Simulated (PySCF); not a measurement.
CH5AlF2Ge.
Numbering: `[F:1][Al:2]([F:3])[CH2:4][GeH3:5]` (hydrogens: H6, H7 on C4; H8, H9, H10 on Ge5)

Computed by this run: PySCF 2.14.0, PBE0-D3(BJ)/def2-SVP geometry optimisation, gas phase; density fitting, grid level 1; the optimiser is geomeTRIC in internal coordinates, started from a GFN2-xTB structure with every atom displaced at random (about 0.01 Å).

Step 4: E = -69640.6878 eV
```
atom  x, y, z in Å  |  force x, y, z in eV/Å
F1      1.7669    2.2637    0.2264   -0.021   0.077  -0.012
Al2     2.1740    0.6640    0.3655   -0.023  -0.067  -0.013
F3      3.7046    0.3511    0.9152    0.037  -0.001   0.027
C4      0.8947   -0.7028   -0.0759   -0.001   0.009   0.012
Ge5    -0.9605   -0.0722   -0.0398    0.011  -0.007   0.020
H6      1.0062   -1.5569    0.6127    0.006  -0.004   0.000
H7      1.1100   -1.0897   -1.0872    0.003   0.008  -0.012
H8     -1.9291   -1.2322   -0.3359   -0.014  -0.022  -0.004
H9     -1.2793    0.4986    1.3559    0.000  -0.001  -0.001
H10    -1.1583    1.0334   -1.0891    0.001   0.008  -0.016
```

Step 5: E = -69640.6887 eV
```
atom  x, y, z in Å  |  force x, y, z in eV/Å
F1      1.7676    2.2654    0.2056   -0.042   0.128  -0.023
Al2     2.1660    0.6675    0.3649    0.004  -0.159  -0.002
F3      3.6868    0.3509    0.9386    0.050   0.009   0.030
C4      0.8968   -0.7087   -0.0802   -0.019   0.066  -0.003
Ge5    -0.9574   -0.0745   -0.0370   -0.004  -0.011   0.018
H6      1.0126   -1.5657    0.6033    0.011  -0.008   0.000
H7      1.1130   -1.0834   -1.0960   -0.002  -0.003  -0.004
H8     -1.9362   -1.2283   -0.3285    0.001  -0.011  -0.001
H9     -1.2664    0.4988    1.3607   -0.001  -0.005  -0.006
H10    -1.1537    1.0351   -1.0836    0.001  -0.004  -0.009
```

**Question.** Estimate the geometry and energy of step 6. (The exact step hangs on the optimiser's Hessian estimate; all steps are aligned on step 5, rigid shifts and turns removed.)

**Answer.** E = -69640.6890 eV, largest force 0.179 eV/Å
```
atom  x, y, z in Å  |  force x, y, z in eV/Å
F1      1.7748    2.2680    0.1760   -0.045   0.114  -0.024
Al2     2.1597    0.6698    0.3643    0.036  -0.175   0.013
F3      3.6666    0.3487    0.9733    0.038   0.016   0.018
C4      0.8984   -0.7120   -0.0866   -0.028   0.101  -0.013
Ge5    -0.9556   -0.0773   -0.0327   -0.017  -0.010   0.010
H6      1.0205   -1.5736    0.5895    0.013  -0.011  -0.002
H7      1.1138   -1.0722   -1.1079   -0.009  -0.013   0.005
H8     -1.9421   -1.2273   -0.3183    0.016   0.001   0.002
H9     -1.2540    0.4978    1.3672   -0.002  -0.008  -0.009
H10    -1.1530    1.0353   -1.0772   -0.001  -0.016   0.001
```

The energy changes by -0.0004 eV. The first-order estimate −F·Δx gives -0.0002 eV and the mean of the old and new forces, exact on a quadratic surface, +0.0001 eV. The step makes an angle of 89° with the force vector and moves no atom by more than 0.040 Å.

The cost below is that of the whole optimisation. On one thread of an Arm Neoverse N1, shared host with 64 logical CPUs at a one-minute load of 48, this took 90 s of wall time and 0.49 GiB of memory at its peak.
